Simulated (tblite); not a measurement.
Parent: `[F:1][C:2]([F:3])([F:4])[CH2:5][CH2:6][CH2:7][SiH3:8]` with C2–C5–C6–C7 180°, C5–C6–C7–Si8 180°, C4H9F3Si.

The geometries are computed with GFN2-xTB (gas phase). One conformer each, not checked by frequencies here.

| coordinate of the parent | value |
| --- | --- |
| F1–C2 | 1.342 Å |
| C2–F3 | 1.342 Å |
| C2–F4 | 1.345 Å |
| C2–C5 | 1.513 Å |
| C5–C6 | 1.531 Å |
| C6–C7 | 1.524 Å |
| C7–Si8 | 1.906 Å |
| F1–C2–F3 | 106.4° |
| F1–C2–F4 | 106.3° |
| F1–C2–C5 | 112.7° |
| F3–C2–F4 | 106.3° |
| F3–C2–C5 | 112.7° |
| F4–C2–C5 | 112.0° |
| C2–C5–C6 | 111.5° |
| C5–C6–C7 | 111.4° |
| C6–C7–Si8 | 112.6° |

Q: How does the shared frame change in `[F:1][C:2]([F:3])([F:4])[CH2:5][CH2:6][CH2:7][NH:8][SiH3:9]` with C2–C5–C6–C7 171°, C5–C6–C7–N8 -61°, C6–C7–N8–Si9 143°, C4H10F3NSi? Atoms pair as F1 = F1, C2 = C2, F3 = F3, F4 = F4, C5 = C5, C6 = C6, C7 = C7 (parent first).

A: 
```json
{"parent": "F1–C2", "relative": "F1–C2", "value in the relative": "1.343 Å", "change": "+0.001"}
{"parent": "C2–F3", "relative": "C2–F3", "value in the relative": "1.343 Å", "change": "+0.001"}
{"parent": "C2–F4", "relative": "C2–F4", "value in the relative": "1.343 Å", "change": "-0.002"}
{"parent": "C2–C5", "relative": "C2–C5", "value in the relative": "1.512 Å", "change": "-0.001"}
{"parent": "C5–C6", "relative": "C5–C6", "value in the relative": "1.528 Å", "change": "-0.003"}
{"parent": "C6–C7", "relative": "C6–C7", "value in the relative": "1.532 Å", "change": "+0.008"}
{"parent": "F1–C2–F3", "relative": "F1–C2–F3", "value in the relative": "106.2°", "change": "-0.2"}
{"parent": "F1–C2–F4", "relative": "F1–C2–F4", "value in the relative": "106.3°", "change": "0.0"}
{"parent": "F1–C2–C5", "relative": "F1–C2–C5", "value in the relative": "112.7°", "change": "0.0"}
{"parent": "F3–C2–F4", "relative": "F3–C2–F4", "value in the relative": "106.3°", "change": "0.0"}
{"parent": "F3–C2–C5", "relative": "F3–C2–C5", "value in the relative": "112.7°", "change": "0.0"}
{"parent": "F4–C2–C5", "relative": "F4–C2–C5", "value in the relative": "112.2°", "change": "+0.2"}
{"parent": "C2–C5–C6", "relative": "C2–C5–C6", "value in the relative": "111.5°", "change": "0.0"}
{"parent": "C5–C6–C7", "relative": "C5–C6–C7", "value in the relative": "110.4°", "change": "-1.0"}
```

Of the parent's bonds, C6–C7 changes most (+0.008 Å). Bonds of the relative outside the shared frame: C7–N8 1.441, N8–Si9 1.719 Å. Point group Cs → C1.

Q: How does the shared frame change in `[CH3:1][C@H:2]([CH2:3][SiH3:4])[CH2:5][C:6]([F:7])([F:8])[F:9]` with C1–C2–C3–Si4 63°, C1–C2–C5–C6 -64°, C5H11F3Si? Atoms pair as F1 = F7, C2 = C6, F3 = F9, F4 = F8, C5 = C5, C6 = C2, C7 = C3, Si8 = Si4 (parent first).

A: 
```csv
parent,relative,value in the relative,change
F1–C2,F7–C6,1.342 Å,0.000
C2–F3,C6–F9,1.341 Å,-0.001
C2–F4,C6–F8,1.347 Å,+0.002
C2–C5,C6–C5,1.516 Å,+0.003
C5–C6,C5–C2,1.539 Å,+0.008
C6–C7,C2–C3,1.529 Å,+0.005
C7–Si8,C3–Si4,1.907 Å,+0.001
F1–C2–F3,F7–C6–F9,106.4°,0.0
F1–C2–F4,F7–C6–F8,105.7°,-0.6
F1–C2–C5,F7–C6–C5,113.7°,+1.0
F3–C2–F4,F9–C6–F8,106.1°,-0.2
F3–C2–C5,F9–C6–C5,113.2°,+0.5
F4–C2–C5,F8–C6–C5,111.2°,-0.8
C2–C5–C6,C6–C5–C2,114.2°,+2.7
C5–C6–C7,C5–C2–C3,108.9°,-2.5
C6–C7–Si8,C2–C3–Si4,115.0°,+2.4
```

Of the parent's bonds, C5–C6 changes most (+0.008 Å). Bonds of the relative outside the shared frame: C1–C2 1.525 Å. Point group Cs → C1.

Q: How does the shared frame change in `[F:1][C:2]([F:3])([F:4])[CH2:5][CH2:6][SiH2:7][SiH3:8]` with C2–C5–C6–Si7 178°, C5–C6–Si7–Si8 -61°, C3H9F3Si2? Atoms pair as F1 = F3, C2 = C2, F3 = F4, F4 = F1, C5 = C5, C6 = C6 (parent first).

A: 
```tsv
parent	relative	value in the relative	change
F1–C2	F3–C2	1.342 Å	0.000
C2–F3	C2–F4	1.343 Å	+0.001
C2–F4	C2–F1	1.346 Å	+0.001
C2–C5	C2–C5	1.515 Å	+0.002
C5–C6	C5–C6	1.523 Å	-0.008
F1–C2–F3	F3–C2–F4	106.4°	0.0
F1–C2–F4	F3–C2–F1	106.2°	-0.1
F1–C2–C5	F3–C2–C5	112.8°	+0.1
F3–C2–F4	F4–C2–F1	106.2°	-0.1
F3–C2–C5	F4–C2–C5	112.5°	-0.2
F4–C2–C5	F1–C2–C5	112.2°	+0.2
C2–C5–C6	C2–C5–C6	111.4°	-0.1
```

Of the parent's bonds, C5–C6 changes most (-0.008 Å). Bonds of the relative outside the shared frame: C6–Si7 1.913, Si7–Si8 2.316 Å. Point group Cs → C1.
